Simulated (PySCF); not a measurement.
Geometry:
| atom | x (Å) | y (Å) | z (Å) |
| --- | --- | --- | --- |
| C1 | -2.345 | 0.462 | 0.371 |
| C2 | -1.354 | 0.019 | -0.702 |
| C3 | 0.030 | -0.167 | -0.157 |
| C4 | 0.895 | 0.902 | 0.035 |
| C5 | 2.147 | 0.677 | 0.581 |
| C6 | 2.497 | -0.621 | 0.920 |
| N7 | 1.690 | -1.661 | 0.742 |
| C8 | 0.494 | -1.425 | 0.218 |
| H9 | -3.349 | 0.571 | -0.044 |
| H10 | -2.389 | -0.268 | 1.183 |
| H11 | -2.050 | 1.420 | 0.804 |
| H12 | -1.331 | 0.761 | -1.506 |
| H13 | -1.695 | -0.918 | -1.150 |
| H14 | 0.590 | 1.906 | -0.246 |
| H15 | 2.844 | 1.491 | 0.739 |
| H16 | 3.471 | -0.835 | 1.351 |
| H17 | -0.146 | -2.294 | 0.077 |

Geometry: PBE0-D3(BJ)/def2-TZVP; GIAO shifts from PySCF 2.14, gas phase, non-relativistic, averaged over equivalent atoms.

At wB97X-D/pcSseg-2 (414 basis functions, 3.2 min wall time (6.5 min CPU) on 2 threads of an Intel Xeon, shared host):
```csv
atoms,δ (ppm)
C8,162.9
C6,160.4
C3,151.5
C4,146.6
C5,133.0
C2,31.5
C1,21.4
N7,367.3
H17,8.88
H16,8.86
H14,7.78
H15,7.44
H12/H13,2.60
H9/H10/H11,1.17
```

Chemical shifts δ = σref − σ; ¹³C (186.29 ppm), ¹H (31.63 ppm) against TMS; ¹⁵N (262.16 ppm) against NH3, all at this level.

**Question.** Estimate the result of repeating the calculation with B97-2/pcSseg-2.

**Answer.** 
```json
{"atoms": "C8", "δ at B97-2/pcSseg-2": "158.2", "change": "-4.7"}
{"atoms": "C6", "δ at B97-2/pcSseg-2": "155.6", "change": "-4.8"}
{"atoms": "C3", "δ at B97-2/pcSseg-2": "146.8", "change": "-4.7"}
{"atoms": "C4", "δ at B97-2/pcSseg-2": "141.6", "change": "-5.0"}
{"atoms": "C5", "δ at B97-2/pcSseg-2": "128.6", "change": "-4.4"}
{"atoms": "C2", "δ at B97-2/pcSseg-2": "32.3", "change": "+0.8"}
{"atoms": "C1", "δ at B97-2/pcSseg-2": "21.7", "change": "+0.3"}
{"atoms": "N7", "δ at B97-2/pcSseg-2": "357.1", "change": "-10.2"}
{"atoms": "H17", "δ at B97-2/pcSseg-2": "8.81", "change": "-0.07"}
{"atoms": "H16", "δ at B97-2/pcSseg-2": "8.79", "change": "-0.07"}
{"atoms": "H14", "δ at B97-2/pcSseg-2": "7.67", "change": "-0.11"}
{"atoms": "H15", "δ at B97-2/pcSseg-2": "7.33", "change": "-0.11"}
{"atoms": "H12/H13", "δ at B97-2/pcSseg-2": "2.63", "change": "+0.03"}
{"atoms": "H9/H10/H11", "δ at B97-2/pcSseg-2": "1.18", "change": "+0.01"}
```

δ = σ(ref) − σ, references computed at the same level: TMS for ¹³C (185.38 ppm), ¹H (31.64 ppm); ¹⁵N (261.75 ppm) against NH3.

The largest change is at N7 (pyridine-type ring nitrogen). Cost: 414 basis functions, 2.4 min wall time (4.9 min CPU) on 2 threads of an Intel Xeon, shared host. The order of the carbon signals is the same at both levels.

Experimental scales use liquid or dissolved standards, which lie at an offset from isolated NH3 (liquid NH3: subtract about 20 ppm). Unscaled 15N shifts of sp2 nitrogen come out 20 to 40 ppm too high even then.
